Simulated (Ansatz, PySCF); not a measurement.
Spin states of O2Zr (SMILES [O]=[Zr]=[O]), each relaxed with B3LYP-D3(BJ)/def2-TZVP.
State 1 (charge 0, multiplicity 1):
```xyz
3

Zr     0.4045    -0.3393     0.4050
O      0.8753     0.3670    -1.1551
O     -1.3130     0.0198     0.6799
```
State 2 (charge 0, multiplicity 3):
```xyz
3

Zr     0.492    -0.378     0.430
O      0.823     0.373    -1.138
O     -1.348     0.053     0.638
```

Singlets are restricted, other states unrestricted; no spin–orbit coupling, no relativity up to Kr; see below for the cores. The largest T1 diagnostic is 0.044.

Correlated levels freeze the inner cores; with def2 sets outer-core shells near the valence are correlated too. CBS: X⁻³ extrapolation of the correlation energy, Hartree–Fock from the larger set.

The values were computed with Ansatz (a quantum-chemistry and plane-wave program) with Gaussian orbitals; PySCF for the dispersion terms.  In def2 rows elements past Kr take small-core potentials, without spin–orbit coupling.

```csv
level,energy of the multiplicity-3 state less that of the multiplicity-1 state (kcal/mol)
SVWN5/def2-TZVPP,49.45
B3LYP-D3(BJ)/def2-TZVPP,41.99
PBE0/def2-TZVPP,43.73
BHLYP/def2-TZVPP,36.75
BHLYP-D4/def2-TZVPP,36.77
CAM-B3LYP-D3(BJ)/def2-TZVPP,43.57
CAM-B3LYP-D4/def2-TZVPP,43.58
CCSD/def2-SVP,…
"CCSD(T)/CBS(def2-SVP, def2-TZVPP)",48.93
```

Question: What belongs in the gaps?

Answer: 
- CCSD/def2-SVP, energy of the multiplicity-3 state less that of the multiplicity-1 state (kcal/mol): 40.28
